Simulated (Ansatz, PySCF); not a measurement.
Bond stretch in SMILES BO, singlet. The B1–O4 bond (B1 also carries H, H; O4 carries H) is stretched with both fragments frozen at the PBE0/def2-TZVP optimised geometry. Each curve is given relative to its own lowest point near equilibrium.

```csv
R / Å,A,B,C
1.00,6.156,7.039,6.694
1.08,2.989,3.677,3.447
1.15,1.376,1.892,1.738
1.21,0.576,0.945,0.843
1.26,0.204,0.452,0.386
1.30,0.051,0.205,0.164
1.35,0.000,0.038,0.024
1.38,0.028,0.000,0.000
1.44,0.183,0.030,0.054
1.47,0.300,0.088,0.121
1.55,0.699,0.343,0.395
1.68,1.503,0.950,1.018
1.80,2.304,1.605,1.675
2.04,3.855,2.914,2.976
2.24,5.002,3.864,3.935
2.44,6.000,4.614,4.746
2.66,6.943,5.173,5.455
2.97,8.037,5.483,6.046
3.31,8.991,5.311,6.368
3.64,9.721,4.867,6.532
4.08,10.444,4.230,6.648
4.70,11.082,3.689,6.717
```

Energies in eV.

### Question
Assign the columns to these levels of theory: CCSD(T) on RHF/6-31G, 2 core orbitals frozen (PySCF); restricted Hartree-Fock/6-31G*, spherical d in PySCF; unrestricted PBE/6-31G (Ansatz, a program for electronic structure).

### Answer
A is RHF/6-31G*; B is RCCSD(T); C is UKS-PBE.

The T1 diagnostic of CCSD on the restricted reference of RCCSD(T) exceeds 0.045 at 2.66 to 4.70 Å. The unrestricted determinant behind UKS-PBE is spin-contaminated at 2.66 to 4.70 Å (<S²> up to 0.9, against 0.00 for a pure singlet). The restricted form behind RHF/6-31G* keeps the bonding electrons paired and can't separate into open-shell fragments.
